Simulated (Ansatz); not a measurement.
ClCuF$_{3}$P (`F[P+](F)(F)[Cu-][Cl]`). The species carries charge 0 and has multiplicity 1. The structure was optimised at the PBE0-D4/def2-TZVP level. It is one conformer, not always the lowest.

```xyz
6

F     1.243   -0.176   -1.514
P     0.382    0.431   -0.383
F    -0.356    1.533   -1.178
F     1.452    1.292    0.327
Cu   -0.785   -0.892    0.800
Cl   -1.934   -2.189    1.948
```

Question: What is the dipole moment at PBE/def2-TZVPP? (An estimate is asked.)

Answer: Ansatz gave: 4.50 D, with components (2.48, 2.80, -2.49) D in this frame, pointing from negative to positive charge.

Question: And with r2SCAN, B3LYP, ωB97M-V? (An estimate is asked.)

Answer: Computed: r2SCAN 4.73 D, B3LYP 4.88 D, ωB97M-V 5.19 D.

Question: Give the Mulliken charges with PBE, B3LYP, ωB97M-V in def2-TZVPP. (Best estimate.)

Answer: The calculation gave: 
```
atom    PBE  B3LYP  ωB97M-V
  F1  -0.16  -0.21    -0.20
  P2   0.97   1.10     1.05
  F3  -0.16  -0.21    -0.20
  F4  -0.16  -0.21    -0.20
 Cu5  -0.11  -0.06    -0.07
 Cl6  -0.38  -0.41    -0.40
```

B3LYP here is the variant with VWN-RPA as its local correlation; programs differ in this.
